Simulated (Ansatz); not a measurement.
Ansatz (an electronic-structure program) input:

Ansatz 0.2 input:
```yaml
crystal:
  periodic: [false, false, false]
  atoms:
    - {symbol: B, position_ang: [-0.80708184, 0.23355661, -0.04263948]}
    - {symbol: N, position_ang: [0.70790059, -0.11185525, 0.01263700]}
    - {symbol: H, position_ang: [-1.54209566, -0.74848484, -0.37384746]}
    - {symbol: H, position_ang: [-1.13051212, 1.32525768, -0.32548686]}
    - {symbol: H, position_ang: [-1.51449509, -0.44506862, 0.76568210]}
    - {symbol: H, position_ang: [0.92283706, -1.07938073, 0.26504867]}
    - {symbol: H, position_ang: [1.19131778, 0.49176416, 0.68657754]}
    - {symbol: H, position_ang: [1.15305309, 0.07111606, -0.89323561]}
basis:
  gaussian:
    orbitals: def2-TZVP
hamiltonian:
  xc: b3lyp
  dispersion: d3bj
total_charge: 1
magnetization: {spin_polarized: true, initial_magnetization: 1}
phonons: {temperatures: {t_min: 298.15, t_max: 298.15, t_step: 100}}
```

Task: Which total energy does the run end on?

Result: -82.92366 Eh (B3LYP-D3(BJ)/def2-TZVP). The basis has 98 functions.
